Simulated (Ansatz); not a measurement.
Conformers of C$_{6}$H$_{10}$O$_{2}$, SMILES `CCC(=O)CC(C)=O`, each relaxed with PBE0-D4/def2-TZVP in Ansatz. CBS adds the triple-zeta coupled-cluster correction to the MP2 limit.

Not all of them had a frequency check.

Conformer A:

Cartesian coordinates in Å:
```
C 1.780 -1.732 -1.266
C 1.528 -0.444 -0.514
C 0.373 -0.512 0.445
O -0.240 -1.523 0.676
C -0.033 0.809 1.084
C -1.119 1.415 0.205
C -2.523 0.996 0.518
O -0.834 2.149 -0.706
H 0.911 -2.008 -1.866
H 2.638 -1.628 -1.932
H 1.973 -2.555 -0.577
H 1.337 0.401 -1.188
H 2.407 -0.140 0.070
H 0.807 1.503 1.116
H -0.413 0.602 2.084
H -2.569 -0.092 0.623
H -3.205 1.341 -0.257
H -2.818 1.419 1.483
```

Conformer B:

```xyz
18

C     1.513   -1.652    0.324
C     1.613   -0.328    1.080
C     0.669    0.701    0.521
O     1.052    1.686   -0.061
C    -0.822    0.427    0.692
C    -1.452    0.054   -0.645
C    -1.712    1.185   -1.591
O    -1.709   -1.094   -0.902
H     2.179   -2.391    0.771
H     0.498   -2.055    0.338
H     1.804   -1.523   -0.721
H     2.623    0.081    1.024
H     1.363   -0.488    2.135
H    -1.000   -0.388    1.392
H    -1.272    1.351    1.062
H    -0.828    1.825   -1.659
H    -1.999    0.802   -2.568
H    -2.520    1.806   -1.191
```

**Question.** Which is lowest in electronic energy at CCSD(T)/CBS (frozen core, def2 sets), and by how much? (Best estimate.)

**Answer.** The calculation gave: A; B lies 5.0 kJ/mol higher.

**Question.** Give the energies relative to A (kJ/mol) with r2SCAN-D4/def2-TZVPP, ωB97X-V/def2-TZVPP, ωB97M-V/def2-TZVPP, B2PLYP/def2-TZVPP, r2SCAN/def2-TZVPP, SCS-MP2/def2-TZVPP, HF/CBS(def2). (Best estimate.)

**Answer.** The calculation gave: 
| level | B |
| --- | --- |
| r2SCAN-D4/def2-TZVPP | 6.9 |
| ωB97X-V/def2-TZVPP | 5.6 |
| ωB97M-V/def2-TZVPP | 5.6 |
| B2PLYP/def2-TZVPP | 6.3 |
| r2SCAN/def2-TZVPP | 7.3 |
| SCS-MP2/def2-TZVPP | 5.3 |
| HF/CBS(def2) | 7.8 |
